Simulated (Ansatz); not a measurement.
Total energies of the cluster SnSe2⁻ (the lowest doublet isomer of a short search) from Ansatz at PBE0-D4/def2-TZVPD, gas phase (1 Eh = 27.2114 eV = 2625.5 kJ/mol). The reference geometry is relaxed at r2SCAN-D4/def2-TZVPD.

```xyz
3

Sn   -0.282    0.629    0.022
Se    0.790   -0.096    2.084
Se   -0.508   -0.532   -2.106
```

```json
{"state": "charge -1 doublet", "geometry": "reference", "energy (Eh)": "-5017.00932"}
{"state": "charge 0 singlet", "geometry": "reference", "energy (Eh)": "-5016.89291"}
{"state": "charge -1 quartet", "geometry": "relaxed at r2SCAN-D4/def2-TZVPD", "energy (Eh)": "-5016.93373"}
```

In the def2 sets Sn takes a core potential; there is no spin–orbit coupling.

(1) Work out the vertical ionisation energy to the singlet.

(2) Which of the charge -1 states is lowest, and how far above it are the others?

(1) E(charge 0 singlet) − E(charge -1 doublet) = -5016.89291 − (-5017.00932) = 0.11641 Eh = 3.17 eV. For comparison, −ε of the highest occupied level of the spin that leaves is 1.48 eV at this level, 1.69 eV less.

(2) The doublet. quartet: -5016.93373 − (-5017.00932) = 0.07559 Eh = 198.5 kJ/mol.

A triplet lies near this restricted singlet, and broken spin symmetry wasn't tried. At PBE0-D4/def2-TZVPD the highest occupied level of the charge -1 quartet lies above zero (up to 0.30 eV). It is a level of α spin, whose loss leaves a triplet; that state wasn't run at this geometry and level. The electron is either unbound and held by the finite basis, or the level is raised by self-interaction error. 

The structure comes from a short search, and lower isomers may exist.
